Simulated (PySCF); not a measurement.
silanone (H₂OSi), SMILES O=[SiH2]. Geometry: ωB97X-D3(BJ)/def2-TZVP.

PySCF with TDA-PBE/def2-TZVPD puts the lowest singlet excitations at 3.78, 5.58, 5.84, 6.00, 6.60, 6.73 eV and the lowest triplet (TDA) at 3.40 eV.

**Question.** What are the lowest singlet roots from EOM-CCSD/aug-cc-pVDZ run with PySCF? (An estimate is asked for; the answer gives what the named calculation found.)

**Answer.** 4.21, 6.16, 6.30, 6.50, 7.52, 7.54 eV; triplets 3.99, 4.43, 5.91 eV. S1 differs by 0.43 eV (second minus first; roots are paired by order, and the bases may differ).
